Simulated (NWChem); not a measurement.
# C$_{2}$H$_{3}$AlBrF; SMILES C=[CH][Al]([F])[Br]

```xyz
8

Al    -0.6028    -0.6917     0.0000
F     -2.2652    -0.8975     0.0000
Br     0.1890     1.4265     0.0000
C      0.6122    -2.1949     0.0000
C      1.9517    -2.0105     0.0000
H      0.2328    -3.2343     0.0000
H      2.6650    -2.8552     0.0000
H      2.4030    -1.0018     0.0000
```
Atoms are numbered in this order, from 1.

Level: PBE-D3(BJ)/def2-SVP (NWChem), optimised geometry, unscaled harmonic frequencies. This build's default masses of Se (78.918 u) and Br (79.917 u) are each other's, which moves their modes by up to 0.6 %.

**Question.** List the harmonic frequencies with IR intensities, and the thermochemistry.

**Answer.** 
```tsv
frequency (cm⁻¹)	IR intensity (km/mol)
81	1.0
92	0.6
178	14.3
207	18.3
293	4.6
372	36.9
461	51.6
656	124.1
860	110.1
960	14.4
968	22.9
1015	12.5
1218	6.3
1370	18.9
1599	12.4
3037	13.4
3068	3.5
3129	5.5
```

```json
{
 "zero_point_energy": "28.0 kcal/mol",
 "thermal correction to the enthalpy at 298.15 K (with zero-point energy)": "32.9 kcal/mol",
 "heat capacity Cv": "21.2 cal/(mol K)",
 "entropy at 298.15 K and 1 atm (symmetry number 1)": "85.6 cal/(mol K)",
 "dipole_moment": "2.24 D"
}
```

Rigid rotor and harmonic oscillator; modes under 100 cm⁻¹ make the entropy uncertain.
